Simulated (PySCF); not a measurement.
C4H3S, charge -1, singlet, at a GFN2-xTB geometry. Base run: PySCF with HF/6-31G.

Geometry (Å):
```xyz
8

S     -0.0054    -0.0482     1.2184
C      0.0199     1.3077    -0.1632
C     -0.0170    -1.1757    -0.0871
C      0.0172     0.8130    -1.3711
C     -0.0041    -0.6209    -1.3256
H      0.0330     2.3057     0.2409
H     -0.0334    -2.2295     0.1609
H     -0.0099    -1.2502    -2.2148
```
Charge -1, spin multiplicity 1.
All else is at PySCF's defaults.

Variants of this job, named by their change:

| change | E (Eh) | HOMO (eV) | HOMO-LUMO gap (eV) |
|---|---|---|---|
| base | -550.52164 | -2.12 | 11.20 |
| functional = camb3lyp | (withheld) | (withheld) | (withheld) |
| functional = b97-1 | -552.17287 | 1.05 | 4.56 |
| functional = blyp | -552.18586 | 2.18 | 2.89 |
| functional = b3lyp5 | -552.10563 | 1.17 | 4.45 |
| functional = hse06 | -551.96105 | 1.18 | 4.07 |
| functional = pbe0; dispersion = d3bj | -551.93803 | 0.79 | 4.84 |
| functional = m06 | -552.12512 | 0.77 | 4.85 |
| functional = scan | -552.22260 | 1.64 | 3.22 |
| functional = m06l | -552.23900 | 1.66 | 3.20 |
| functional = pw91,pw91 | -552.19107 | 1.93 | 2.89 |
| functional = o3lyp | -552.20001 | 1.49 | 3.83 |
| functional = wb97x | -552.19829 | -1.39 | 9.11 |

Q: Fill in the missing entries.

A: 
- functional = camb3lyp, E (Eh): -552.16219
- functional = camb3lyp, HOMO (eV): -0.37
- functional = camb3lyp, HOMO-LUMO gap (eV): 7.18

Absolute energies of different levels of theory aren't comparable as measures of quality.
